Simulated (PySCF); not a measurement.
**Assignment exercise: C$_{4}$H$_{11}$FO$_{2}$Si**

Mapped SMILES: `[CH3:1][O:2][Si@@H:3]([F:4])[O:5][CH:6]([CH3:7])[CH3:8]`; H(Xn) means a hydrogen on atom n.

Single conformer, non-relativistic, one averaged value for each set of equivalent atoms, in vacuum. GIAO PBE0/pcSseg-1 shieldings; geometry: GFN2-xTB; PySCF.

Referencing at the same level of theory: TMS for $^{13}$C (σ = 186.93 ppm) and $^{1}$H (σ = 31.72 ppm).

Task: Assign these signals to the numbered atoms. $^{13}$C{$^{1}$H} NMR (computed): δ 68.2, 51.4, 27.6, 27.3.

Result: 
68.2 → C6, sp3 CH bonded to O: pulled downfield by the heteroatom
51.4 → C1, methyl carbon bonded to O: the inductive effect lowers its shielding
27.6 → C8, methyl carbon: saturated and bonded to C and H only
27.3 → C7, methyl carbon

C8 and C7 lie closer than the usual error of such a calculation, so a measured spectrum could show them in the other order.

Task: Assign these signals to the numbered atoms. $^{1}$H NMR (600 MHz, computed): δ 4.50 (m, 1H), 4.37 (m, 1H), 3.88 (s, 3H), 1.29 (d, 3H), 1.24 (d, 3H).

Result: 
```tsv
δ (ppm)	atoms	environment	reason
4.50	H(Si3)	hydrogen on a silicon bonded to F, 2 O	–
4.37	H(C6)	hydrogen on an sp3 CH bonded to O	its carbon carries O, hence the downfield position
3.88	H(C1)	hydrogen on a methyl carbon bonded to O	its carbon carries O, an electronegative neighbour
1.29	H(C8)	hydrogen on a methyl carbon	–
1.24	H(C7)	hydrogen on a methyl carbon	–
```

H(C8) and H(C7) lie closer than the usual error of such a calculation, so a measured spectrum could show them in the other order.

Splittings by $^{19}$F in the carbon and heteronuclear signals aren't shown, as no couplings were computed. Shifts are as computed. Against solution values, carbons near 30 ppm lie about +3 ppm off and those near 130 ppm about +5 ppm. Of 1211 compounds with measured shifts, 218 miss one by over three times the rms of a fit or turn the order of signals round; such compounds aren't used in these exercises. Multiplicities follow the n + 1 count of equivalent neighbours, as no J values were calculated; m marks all less simple cases, F and P coupling included.
